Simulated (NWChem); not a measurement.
Species: C4H5Cl; SMILES CC=C=CCl

```xyz
10

C      0.5551     2.7434     0.2548
C     -0.2634     1.7186    -0.4687
C     -0.4779     0.4895    -0.0663
C     -0.7037    -0.7317     0.3418
Cl     0.3125    -2.0827    -0.0722
H      0.9808     2.3412     1.1837
H      1.3800     3.0982    -0.3843
H     -0.0589     3.6248     0.5022
H     -0.7219     2.0278    -1.4193
H     -1.5526    -1.0041     0.9755
```
Atoms are numbered in this order, from 1.

Program: NWChem. Medium grid unless said otherwise, to which SCAN and Minnesota functionals are sensitive. All runs use the structure optimised with PBE0/def2-SVP.

For level M06-2X/def2-TZVP:

| Quantity | Value |
|---|---|
| highest occupied level (eV) | -8.42 |
| orbital gap (eV) | 8.84 |
| dipole (D) | 2.19 |

Problem. What are these values for level Hartree-Fock/def2-TZVP?

Solution. 
* **highest occupied level (eV)**: -9.84
* **orbital gap (eV)**: 13.29
* **dipole (D)**: 2.37
